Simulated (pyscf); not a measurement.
## `[NH2][V](=[O])([OH])[OH]`, singlet

Gas-phase minimum from PySCF at ωB97X-D3(BJ)/def2-SVP, one conformer. 

```
V
O 1 1.5393
O 1 1.7617 2 111.02
H 3 0.9644 1 121.66 2 5.49
O 1 1.7617 2 111.02 3 -121.08
H 5 0.9645 1 121.55 2 -5.50
N 1 1.8114 2 105.24 5 -119.45
H 7 1.0150 1 126.11 2 -0.09
H 7 1.0177 8 112.42 1 179.97
```

Properties at ωB97X-D3(BJ)/def2-SVP:

| Quantity | Value |
|---|---|
| Harmonic wavenumbers, unscaled | 216, 240, 249, 251, 256, 302, 376, 400, 412, 625, 634, 654, 749, 805, 827, 1210, 1498, 3593, 3712, 3915, 3920 cm⁻¹ |
| Zero-point energy | 35.5 kcal/mol |
| Rotational symmetry number | 1 |
| Entropy of this conformer at 298 K and 1 atm, rigid rotor and harmonic oscillator, modes under 100 cm⁻¹ raised to 100 | 341.5 J/(mol K) |
| Dipole moment | 1.12 D |

Single-point totals, which compare only within one level:

```
level                   total energy (hartree)
----------------------  ----------------------
ωB97X-D3(BJ)/def2-TZVP             -1227.12036
PBE/def2-TZVP                      -1226.63838
r²SCAN/def2-TZVP                   -1226.98247
B3LYP-D3(BJ)/def2-TZVP             -1227.15128
PBE0-D3(BJ)/def2-TZVP              -1226.59991
M06-2X/def2-TZVP                   -1226.90807
ωB97M-D3(BJ)/def2-TZVP             -1227.18621
```
